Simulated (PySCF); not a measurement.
ZnCl, SMILES [Cl][Zn] (connectivity only; charge and spin as stated), neutral, multiplicity 2. Atoms are numbered in the order given.

```xyz
2

Zn     0.0000     0.0000    -0.7811
Cl     0.0000     0.0000     1.3784
```
Charge 0, spin multiplicity 2.

The structure is a stationary point at PBE0-D3(BJ)/def2-TZVP. The spin state was assumed, not searched.

The numbers are results of PySCF with CAM-B3LYP/def2-TZVPD, not measurements.

Mulliken values depend strongly on the basis, most of all with diffuse functions as here. ESP charges are fitted to the potential on shells at 1.4 to 2.0 van der Waals radii. Atomic charges (e):

| atom | meta-Löwdin | Mulliken | ESP fit | Mulliken spin |
|---|---|---|---|---|
| Zn1 | … | 0.28 | 0.35 | 0.84 |
| Cl2 | … | -0.28 | -0.35 | 0.16 |

Task: Complete the blanks. (Estimate from the structure and the level; the computed values follow.)

Result: 
- Zn1, meta-Löwdin: 0.72
- Cl2, meta-Löwdin: -0.72
